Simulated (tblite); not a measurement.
C$_{7}$H$_{7}$O (SMILES COc1c[c]ccc1), doublet, geometry from GFN2-xTB; GFN1-xTB (tblite).

Input for tblite:
```
$ tblite run mol.xyz --method gfn1 --charge 0 --spin 1 --spin-polarized --json tblite.json --no-restart

# file mol.xyz
15

C     -2.71619382    -0.23922739    -0.19628036
O     -1.71539726     0.65853627     0.21840802
C     -0.41327180     0.28001990     0.10394132
C      0.53555447     1.22374249     0.53624467
C      1.84761222     0.89309559     0.44236858
C      2.33454345    -0.28859707    -0.04028834
C      1.38981155    -1.21596845    -0.46553379
C      0.03451983    -0.93768379    -0.39531439
H     -3.66172997     0.26925835    -0.01436561
H     -2.68795508    -1.16808676     0.38276678
H     -2.63033428    -0.47227146    -1.26267211
H      0.18687774     2.16797733     0.92332803
H      3.38939188    -0.50524518    -0.09496425
H      1.71856499    -2.16835611    -0.85676246
H     -0.66709266    -1.68385402    -0.73542069
```

### Question
Write the output that tblite gives for this input, abridged.

### Answer

```
xTB calculator
 | screened Coulomb repulsion
 | Coulomb electrostatics
 |  * isotropic Klopman-Ohno-Mataga-Nishimoto electrostatics
 |  * onsite third-order electrostatics
 | DFT-D3(BJ) dispersion correction
 | Interactions (1)
 | [1] spin polarization

halogen bonding energy    0.0000000000000E+00 Eh
repulsion energy          3.4307168161536E-01 Eh
dispersion energy        -6.3366186835943E-03 Eh
interaction energy        0.0000000000000E+00 Eh
number of electrons       4.1000000000000E+01 e
integral cutoff           1.9731147476801E+01 bohr

------------------------------------------------------------
  cycle        total energy    energy error   density error
------------------------------------------------------------
      1     -23.07434848210  -2.3411084E+01   4.8029622E-01
      2     -23.16456260279  -9.0214121E-02   2.8544584E-01
      3     -23.16216249628   2.4001065E-03   5.3216699E-02
      4     -23.16748885641  -5.3263601E-03   1.7168434E-02
      5     -23.16884482730  -1.3559709E-03   8.9815715E-03
      6     -23.16886488704  -2.0059747E-05   4.5704741E-03
      7     -23.16890888828  -4.4001242E-05   1.3993279E-03
      8     -23.16891222001  -3.3317268E-06   7.5681060E-04
      9     -23.16891274297  -5.2295912E-07   3.7935643E-04
     10     -23.16891297392  -2.3094779E-07   1.2079755E-04
     11     -23.16891298946  -1.5546533E-08   4.1238113E-05
     12     -23.16891299071  -1.2413537E-09   1.8583517E-05
------------------------------------------------------------

electronic energy        -2.3505648053638E+01 Eh
total energy             -2.3168912990706E+01 Eh

Post processing:
 | Mayer-Wiberg bond orders

[Info] JSON dump of results written to 'tblite.json'
```
